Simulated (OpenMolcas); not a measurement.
Cu VII.

| Property | Result |
| --- | --- |
| Program | OpenMolcas |
| Method | CASSCF |
| Basis | ANO-R1 [5s3p2d1f] |
| Scalar Hamiltonian | X2C, finite nucleus |
| Active space | 5 electrons in 5 orbitals (3d) |
| State averaging | 2S+1 = 6 even, 1 root; 2S+1 = 4 even, 24 roots; 2S+1 = 2 even, 75 roots |
| Spin-orbit coupling | RASSI with atomic mean-field integrals over the reference wave functions, term energies averaged over their components |

Levels without dynamic correlation, in cm-1 above 3d5 6S 5/2:

```
      Level      E
 3d5 4P 5/2  59144
 3d5 4G 5/2  51681
 3d5 4D 7/2  64242
3d5 2I 11/2  73741
```

On this reference, MS-CASPT2, IPEA 0.25 Eh, imaginary shift 0.1 Eh (closed shells correlated: 3s 3p) puts 3d5 4P 5/2 at 54110 cm-1.

**Question.** Estimate the other levels at that method by one scale factor, and say how well it serves.

**Answer.** The factor is 54110 / 59144 = 0.915. Scaled values beside those that MS-CASPT2 gives and measured ones (the list in Gamrath, thesis, University of Mons (2023)):
```json
{"Level": "3d5 4G 5/2", "Scaled": "47288", "MS-CASPT2": "49820", "Miss (%)": "-5.1", "Measured": ""}
{"Level": "3d5 4D 7/2", "Scaled": "58781", "MS-CASPT2": "59760", "Miss (%)": "-1.6", "Measured": "55742"}
{"Level": "3d5 2I 11/2", "Scaled": "67473", "MS-CASPT2": "72830", "Miss (%)": "-7.4", "Measured": "67757"}
```
For these levels the scaled values miss MS-CASPT2 by up to 7.4 %, as correlation changes each term by its own factor, spin-orbit parts do not scale and CASPT2 has its own spread within terms. This holds within one configuration; levels of others move differently, and the target method has errors of its own against measurement.

Term energies are means over components that CASPT2 splits; among the terms shown or strongly mixed into the levels shown the widest spread is 360 cm-1 (3d5 4G, MS-CASPT2). The basis is small and was not contracted for so high a charge. Without dynamic correlation excited terms often stand tens of per cent too high (terms of higher spin than the ground term too low), and those without a measured partner can miss by more than the paired ones (holds for CASSCF). Blocks of more than 70 roots (2S+1 = 2 even) ran without multistate coupling (holds for MS-CASPT2). Computed and measured levels are paired by configuration, term and J; levels that our copy of the source lacks, or whose pairing is in doubt (as where it misses far off the trend of its configuration), stay unpaired and out of the deviations. Only configurations of the active space appear.
